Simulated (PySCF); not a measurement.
Vertical excitations of a molecule C2H8FNSi from TDA-B3LYP/def2-SVPD run with PySCF 2.14.0, as energy in eV (oscillator strength): 5.90 (0.009), 6.11 (0.015), 7.06 (0.018), 7.20 (0.037), 7.49 (0.003), 7.66 (0.002), 7.76 (0.074), 7.88 (0.019), 7.92 (0.002), 8.04 (0.004). Lowest triplet (TDA): 5.71 eV. Geometry: PBE0-D3(BJ)/def2-SVP. Other conformers were not sampled.

Task: Which molecule gave these data?
(A) CN(C)[SiH2]F
(B) C[C@@H](N)[SiH2]F
(C) C[Si@H](N)CF
(D) CNC[SiH2]F

Result: B, C[C@@H](N)[SiH2]F
